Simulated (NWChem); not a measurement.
Molecule: SbCl$_{2}$F; SMILES [Cl][Sb]([Cl])[F]

Program: NWChem. STO-3G and 3-21G are far too small for this property and stand as cheap habits. Coordinates come from a PBE0/def2-SVP optimisation. def2 effective core potentials on Sb; no spin-orbit coupling. B3LYP is NWChem's, with the RPA form of VWN correlation. Field at 589 nm.

```
level                                          isotropic polarisability (bohr³)  anisotropy (bohr³)  relative time
---------------------------------------------  --------------------------------  ------------------  -------------
B3LYP/STO-3G (all-electron, non-relativistic)                              31.1                26.3              1
B3LYP/def2-SVP (core potentials)                                           52.6                26.2              2
B3LYP/def2-SVPD (core potentials)                                          72.4                27.0              7
```

Relative times are rough (shared machine, one core).
